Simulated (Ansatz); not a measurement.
`CS[SiH](N)O` + CH₃OH → `CO[SiH](N)O` + CH₃SH  (ligand exchange at the Si–S bond)

Calculated with Ansatz (gas phase, PBE0-D4/def2-TZVP geometries, no zero-point term in ΔE). CCSD(T)/CBS is the MP2 limit (def2-TZVPP, def2-QZVPP) plus CCSD(T) − MP2 in def2-TZVPP, frozen cores. This one scheme is used for every species. Functionals use def2-TZVPP. One conformer a species, not always the lowest.

```
             level  ΔE (kJ/mol)  difference from CCSD(T)/CBS
           PBE0-D4        -41.2                          9.0
           ωB97X-V        -51.5                         -1.3
           ωB97M-V        -51.9                         -1.7
            B2PLYP        -55.8                         -5.6
               PBE        -40.0                         10.2
SCS-MP2/def2-TZVPP        -56.2                         -6.0
   CCSD/def2-TZVPP        -58.1                         -7.9
    MP2/def2-QZVPP        -48.8                          1.4
SCS-MP2/def2-QZVPP        -54.0                         -3.8
     MP2/CBS(def2)        -46.4                          3.8
       CCSD(T)/CBS        -50.2                            0
```

Largest T1 diagnostic among the species: 0.011.

From PBE to PBE0 (25 % exact exchange), in def2-TZVPP and without D4, ΔE moves by −3.8 kJ/mol. The D4 term adds +4.8 kJ/mol with B3LYP and +2.6 kJ/mol with PBE0; it sums over pairs of atoms, weighted by their polarisabilities, and B3LYP, whose exchange is more repulsive, gets the larger term. In def2-TZVPP, CCSD(T) changes the Hartree–Fock value by +15.0 kJ/mol (the triples alone add +3.3 kJ/mol) and MP2 by +18.8 kJ/mol.

B3LYP here is the variant with VWN-RPA as its local correlation; programs differ in this.
